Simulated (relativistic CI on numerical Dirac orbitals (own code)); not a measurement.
## Lu+: resonant inelastic scattering at the L2,3 edge

Computed with this model: Dirac-Coulomb-Breit CI, KLI orbitals optimised for each configuration, a model potential for QED, valence Slater integrals scaled by 0.7, Kramers-Heisenberg scattering through one core-hole configuration in a parametric crystal field; configurations [Xe] 4f14 5d2 → [He] 2s2 2p5 3s2 3p6 3d10 4s2 4p6 4d10 4f14 5s2 5p6 5d3; 80 K; core-hole width 5 eV; summed over polarisations. Incident energies are the highest absorption maxima for each field (at most a few, so the weaker spin-orbit partner edge can be absent), on the computed scale of the free ion. Intensities are in per cent of the strongest line above 0.02 eV; levels within 1 cm⁻¹ are merged; final levels count from the ground level, the first row holds all elastic scattering, lines under 0.4 are left out and each table stops after 24 rows. The scale of the Slater integrals is a model choice and moves the terms in proportion. The configuration is assumed, with all valence electrons in the open shell; the free ion's ground configuration is another.

Field parameters in Wybourne normalisation: Td as Oh with Dq negative (B⁴₀ = 21Dq, B⁴₄ = √(5/14) B⁴₀). The field is a parameter set, without covalency.

S is read from ⟨S²⟩ = S(S + 1).

Td, 10Dq = -1800 cm⁻¹:

| Final level (eV) | Degeneracy | Irrep | S | 9243.9 eV | 10349.5 eV |
| --- | --- | --- | --- | --- | --- |
| 0.000 | 3 | T2 | 0.99 | 5487.0 | 667.1 |
| 0.193 | 2 | E | 0.97 | 33.7 | 72.0 |
| 0.232 | 1 | A2 | 1.00 | 17.7 | 2.6 |
| 0.254 | 3 | T2 | 0.99 | 100.0 | 44.6 |
| 0.263 | 3 | T1 | 1.00 | 95.1 | 38.7 |
| 0.409 | 3 | T2 | 1.00 | 37.3 | 1.1 |
| 0.448 | 2 | E | 0.99 | 26.5 | 2.7 |
| 0.491 | 3 | T1 | 0.99 | 8.2 | 15.0 |
| 0.516 | 1 | A1 | 0.99 | 3.2 | 21.6 |
| 0.676 | 2 | E | 0.16 | 79.6 | 40.9 |
| 0.828 | 3 | T2 | 0.37 | 84.2 | 28.8 |
| 0.904 | 1 | A1 | 0.99 | 5.8 | 51.2 |
| 0.936 | 3 | T1 | 1.00 | 53.5 | 29.9 |
| 1.009 | 2 | E | 0.96 | 23.4 | 2.1 |
| 1.033 | 1 | A1 | 0.04 | 29.9 | 17.1 |
| 1.046 | 3 | T2 | 0.82 | 38.2 | 5.5 |
| 1.111 | 3 | T1 | 0.03 | 40.7 | 28.7 |
| 1.251 | 2 | E | 0.04 | 1.1 | 0.8 |
| 1.272 | 3 | T2 | 0.03 | 2.4 | 1.3 |
| 2.443 | 1 | A1 | 0.02 | 12.3 | 11.7 |

Td, 10Dq = -4050 cm⁻¹:

```tsv
Final level (eV)	Degeneracy	Irrep	S	9243.9 eV	10349.5 eV
0.000	3	T2	1.00	3883.1	587.9
0.460	2	E	0.88	10.6	50.9
0.488	1	A2	1.00	19.7	3.9
0.508	3	T2	1.00	100.0	44.1
0.527	3	T1	1.00	84.0	30.8
0.697	2	E	0.38	81.2	16.6
0.805	3	T2	1.00	61.0	4.9
0.836	2	E	0.94	30.2	0.9
0.870	3	T1	0.99	17.3	24.7
0.872	1	A1	0.94	4.9	35.7
1.125	3	T2	0.22	41.4	19.7
1.131	1	A1	0.15	25.2	10.3
1.325	3	T1	0.79	42.9	14.4
1.327	1	A1	1.00	1.1	11.3
1.380	2	E	0.99	19.5	2.3
1.383	3	T1	0.42	12.7	22.4
1.408	3	T2	0.91	25.6	3.1
1.781	3	T2	0.03	0.8	0.6
2.871	1	A1	0.01	3.4	3.0
```

Td, 10Dq = -6300 cm⁻¹:

| Final level (eV) | Degeneracy | Irrep | S | 9243.9 eV | 10349.6 eV |
| --- | --- | --- | --- | --- | --- |
| 0.000 | 3 | T2 | 1.00 | 3563.2 | 582.7 |
| 0.614 | 2 | E | 0.34 | 10.3 | 55.0 |
| 0.760 | 1 | A2 | 1.00 | 20.1 | 4.2 |
| 0.778 | 3 | T2 | 1.00 | 100.0 | 42.0 |
| 0.802 | 3 | T1 | 1.00 | 80.8 | 28.8 |
| 0.835 | 2 | E | 0.85 | 70.7 | 0.7 |
| 1.105 | 1 | A1 | 0.47 | 17.2 | 44.9 |
| 1.165 | 3 | T2 | 1.00 | 80.0 | 8.7 |
| 1.182 | 2 | E | 0.99 | 48.6 | 4.0 |
| 1.201 | 3 | T1 | 0.99 | 22.2 | 29.9 |
| 1.270 | 1 | A1 | 0.75 | 11.8 | 1.4 |
| 1.421 | 3 | T2 | 0.10 | 27.0 | 16.3 |
| 1.631 | 3 | T1 | 0.08 | 42.1 | 23.0 |
| 1.833 | 1 | A1 | 1.00 | 0.3 | 3.8 |
| 1.837 | 2 | E | 1.00 | 10.4 | 1.3 |
| 1.838 | 3 | T1 | 0.98 | 2.4 | 5.6 |
| 1.852 | 3 | T2 | 0.96 | 14.5 | 1.7 |
| 3.358 | 1 | A1 | 0.01 | 1.5 | 1.3 |

For the first field the strongest loss at the lowest incident energy is the level at 0.25 eV (S = 0.99, against 0.99 in the thermal ground state). Levels of other spin, the first over 8 % at 0.68 eV, appear because spin-orbit coupling of the core hole, and in heavier ions of the valence shell too, mixes spins.
